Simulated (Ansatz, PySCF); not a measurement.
C₃H₄BFO, SMILES C=C=CB(O)F.

Geometry optimised at B3LYP-D3(BJ)/def2-SVP. This is a generated structure with no PubChem entry under its InChIKey; it may be hypothetical. The values are those of a single conformer.

Vertical ionisation energy (IE) and electron affinity (EA) in eV. Rows of orbital energies are one-electron estimates. Where ΔSCF, EOM or ADC give a negative EA the extra electron is unbound and the value depends on the basis.

| level | IE | EA |
|---|---|---|
| −ε(HOMO), −ε(LUMO), ωB97X/def2-TZVP (PySCF) | 10.22 | -1.24 |
| −ε(HOMO), −ε(LUMO), PBE/def2-TZVP (PySCF) | 6.62 | 1.89 |
| ΔSCF, PBE0/def2-TZVPD (Ansatz), final states of multiplicity 2 and 2 | 9.99 | -0.62 |
| ΔSCF, PBE/def2-TZVPD (Ansatz), final states of multiplicity 2 and 2 | … | … |

Q: Complete the blanks. (Estimate from the structure and the level; the computed values follow.)

A: 
- ΔSCF, PBE/def2-TZVPD (Ansatz, a program for electronic structure), final states of multiplicity 2 and 2, IE: 9.83
- ΔSCF, PBE/def2-TZVPD (Ansatz), final states of multiplicity 2 and 2, EA: -0.47

Q: What vertical singlet–triplet gap does ΔSCF give with PBE0/def2-TZVPD (Ansatz) and with PBE/def2-TZVPD (Ansatz)? (The exact figures need the calculation; the answer reports its results.)

A: 4.18 and 4.27 eV (triplet above singlet where positive).
